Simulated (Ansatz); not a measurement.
SnH2Me(SiH3) (CH8SiSn). Charge 0, multiplicity 1. Geometry r2SCAN-D4/def2-SVP.

Cartesian coordinates in Å:
```
Sn -0.1597 -0.5393 0.7417
H -0.1281 -2.2586 0.7591
H -0.2412 -0.0026 2.3734
C -1.9408 0.1155 -0.2952
H -2.8300 -0.3008 0.2005
H -1.9217 -0.2285 -1.3393
H -2.0063 1.2129 -0.2797
Si 1.9791 0.3615 -0.3687
H 2.1117 -0.1663 -1.7621
H 3.1889 -0.0493 0.4072
H 1.9481 1.8556 -0.4368
```

In the def2 sets Sn takes a core potential; there is no spin–orbit coupling.

(1) Estimate the orbital energies around the gap (eV) in Ansatz with PBE-D4/def2-TZVP, r2SCAN-D4/def2-TZVPD, PBE0-D4/def2-TZVP, PBE0-D4/def2-TZVPD, ωB97M-V/def2-TZVP.

Results:

(1) 
| orbital | PBE-D4/def2-TZVP | r2SCAN-D4/def2-TZVPD | PBE0-D4/def2-TZVP | PBE0-D4/def2-TZVPD | ωB97M-V/def2-TZVP |
| --- | --- | --- | --- | --- | --- |
| HOMO−9 | -16.94 | -17.84 | -19.26 | -19.26 | -21.92 |
| HOMO−8 | -13.45 | -13.98 | -15.27 | -15.27 | -18.01 |
| HOMO−7 | -11.78 | -12.20 | -13.35 | -13.35 | -15.98 |
| HOMO−6 | -9.87 | -10.25 | -11.40 | -11.40 | -13.81 |
| HOMO−5 | -9.83 | -10.21 | -11.35 | -11.36 | -13.77 |
| HOMO−4 | -8.54 | -8.90 | -9.88 | -9.89 | -12.19 |
| HOMO−3 | -8.52 | -8.89 | -9.87 | -9.87 | -12.17 |
| HOMO−2 | -7.55 | -7.87 | -8.77 | -8.77 | -10.98 |
| HOMO−1 | -7.23 | -7.49 | -8.40 | -8.40 | -10.57 |
| HOMO | -6.68 | -6.92 | -7.73 | -7.73 | -9.73 |
| LUMO | -0.81 | -0.56 | -0.07 | -0.25 | 1.36 |
| LUMO+1 | -0.70 | -0.38 | 0.14 | -0.05 | 1.60 |
| LUMO+2 | -0.43 | -0.24 | 0.37 | 0.17 | 2.03 |
| LUMO+3 | 0.12 | 0.23 | 0.91 | 0.23 | 2.42 |
| LUMO+4 | 0.46 | 0.71 | 1.24 | 0.84 | 2.72 |
| LUMO+5 | 0.78 | 0.88 | 1.61 | 1.01 | 2.95 |
